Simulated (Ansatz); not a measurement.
`NB(N)F` + `C=C[SiH](Cl)Br` → `NB(F)Br` + `C=C[SiH](N)Cl`  (redistribution)

Computed with Ansatz on PBE0-D4/def2-TZVP structures; ΔE is electronic, products minus reactants. CCSD(T)/CBS is the MP2 limit (def2-TZVPP, def2-QZVPP) plus CCSD(T) − MP2 in def2-TZVPP, frozen cores. DFT in def2-TZVPP. For Br outer-core shells are correlated without core-valence functions, which leaves a few kJ/mol of doubt a bond. Scalar relativity is left out up to krypton. One conformer a species, not always the lowest.

**Question.** Is it downhill or uphill in electronic energy at CCSD(T)/CBS, and by how much? (Best estimate.)

**Answer.** The calculation gave: Uphill: ΔE = +45.1 kJ/mol.

**Question.** What do these levels give: PBE-D4, B97M-V, PBE-QIDH, revPBE, r2SCANh, r2SCAN0, MP2/def2-SVP, CCSD/def2-TZVPP, CCSD(T)/def2-TZVPP, HF/CBS(def2), MP2/CBS(def2), CCSD/CBS(def2)? (Best estimate.)

**Answer.** Ansatz gave: PBE-D4 44.4, B97M-V 42.3, PBE-QIDH 46.5, revPBE 45.7, r2SCANh 45.9, r2SCAN0 47.3, MP2/def2-SVP 43.3, CCSD/def2-TZVPP 42.9, CCSD(T)/def2-TZVPP 41.0, HF/CBS(def2) 52.1, MP2/CBS(def2) 46.3, CCSD/CBS(def2) 47.0 kJ/mol.

Largest T1 diagnostic among the species: 0.010.

From BLYP to BHLYP (50 % exact exchange), in def2-TZVPP and without D4, ΔE moves by +4.4 kJ/mol. In def2-TZVPP, CCSD(T) changes the Hartree–Fock value by −10.8 kJ/mol (the triples alone add −1.9 kJ/mol) and MP2 by −9.7 kJ/mol. Leaving LDA and LC-ωPBE aside and taking each functional with its dispersion term where it has one, the values, not all of them listed here, spread over 7.7 kJ/mol, from revPBE-D4 to BHLYP-D4.
